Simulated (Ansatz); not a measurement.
Job for Ansatz (an electronic-structure program): U-B3LYP/def2-TZVPP on BeCl, 2S+1 = 2, a spin state set in the input, which need not be the lowest, a point of a bond scan (R = 1.820 Å).

Ansatz 0.2 input:
```yaml
crystal:
  periodic: [false, false, false]
  atoms:
    - {symbol: Be, position_ang: [0.00000000, 0.00000000, 0.00000000]}
    - {symbol: Cl, position_ang: [0.00000000, 0.00000000, 1.81982000]}
basis:
  gaussian:
    orbitals: def2-TZVPP
    pivot_positions_ang: [[0.00000000, 0.00000000, 0.00000000], [0.00000000, 0.00000000, 1.81982000]]
hamiltonian:
  xc: {name: B3LYP}
magnetization: {spin_polarized: true, initial_magnetization: 1}
output: {forces: true, orbitals: {seedname: ./end}}
```

The head of its log:

```
Functional definition: B3LYP
[...]
integrals: 0.01 GiB planned
454 factors; their error is unknown
mean field: 0.16 GiB planned
mean field evaluation 1: about -12924.2885 eV, gradient 1.1e1 eV
mean field evaluation 2: about -12924.0359 eV, gradient 1.5e1 eV
```

**Question.** What total energy does the run end on?

**Answer.** -474.9874 hartree.
